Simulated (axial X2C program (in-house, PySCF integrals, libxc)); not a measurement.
**Ionising SrBr**

Calculated with an in-house all-electron X2C program for linear molecules (integrals from PySCF), spin-free (one-electron X2C) or two-component (2c: spin–orbit coupling with atomic mean-field Coulomb and Gaunt terms, which also bring small scalar terms), in Dyall basis sets with cores contracted in-house; open shells are unrestricted.

Basis sets: Br dyall-cv3z, Sr dyall-cv3z. Frozen shells (counts by l): SrBr Sr 4s3p1d, Br 3s2p1d, 9 electrons correlated; SrBr⁺ Sr 4s3p1d, Br 3s2p1d, 8 electrons correlated. Where the outer core of a metal is frozen, bonds come out longer and ionisation energies lower.

```csv
Hamiltonian,level,SrBr state,Re (Å),ωe (cm⁻¹),De (eV)
spin-free,HF,"M_S = 1/2, Λ = 0",2.811,205.9,3.33
spin-free,PBE0,"M_S = 1/2, Λ = 0",2.728,216.4,3.88
spin-free,MP2,"M_S = 1/2, Λ = 0",2.804,206.9,3.91
2c,HF,Ω = 1/2,2.812,205.8,3.17
2c,PBE0,Ω = 1/2,2.729,216.2,3.78
2c,MP2,Ω = 1/2,2.804,206.7,3.77
```

Adiabatic ionisation energy (minimum to minimum, no zero-point term) and constants of SrBr⁺:

```tsv
Hamiltonian	level	SrBr⁺ state	IE (eV)	Re (Å)	ωe (cm⁻¹)	De (eV)	fragments
spin-free	HF	M_S = 0, Λ = 0	5.33	2.671	257.2	2.74	Sr+ + Br
spin-free	PBE0	M_S = 0, Λ = 0	5.59	2.605	268.1	3.91	Sr+ + Br
spin-free	MP2	M_S = 0, Λ = 0	5.36	2.675	254.8	3.81	Sr+ + Br
2c	HF	Ω = 0	5.33	2.672	257.0	2.58	Sr+ + Br
2c	PBE0	Ω = 0	5.59	2.606	267.8	3.80	Sr+ + Br
2c	MP2	Ω = 0	5.36	2.676	254.7	3.67	Sr+ + Br
```

Problem. Add the zero-point terms to the ionisation energy at MP2, 2c, and say whether the electron removed was bonding.

Solution. IE0 = IE + (ωe⁺ − ωe)/2 = 5.36 + (0.003) = 5.36 eV. Re changes by -0.128 Å, so the bond shortens, as on loss of an antibonding or a polarising non-bonding electron.

Problem. Close the cycle De(SrBr⁺) + IE(SrBr) = De(SrBr) + IE(Sr) to find the atomic ionisation energy at MP2, 2c.

Solution. IE(Sr) = 3.67 + 5.36 − 3.77 = 5.26 eV, for the determinants used.

Each entry is the lowest single determinant of a limited PBE0 search at one distance. De goes to single-determinant-based atoms at the same level (for ions the charge split of lowest energy) and is withheld (n/a) where an atom does not fit its ground term or J level. Main or longest-lived isotopes. The functionals have no current term, which raises determinants with orbital currents.
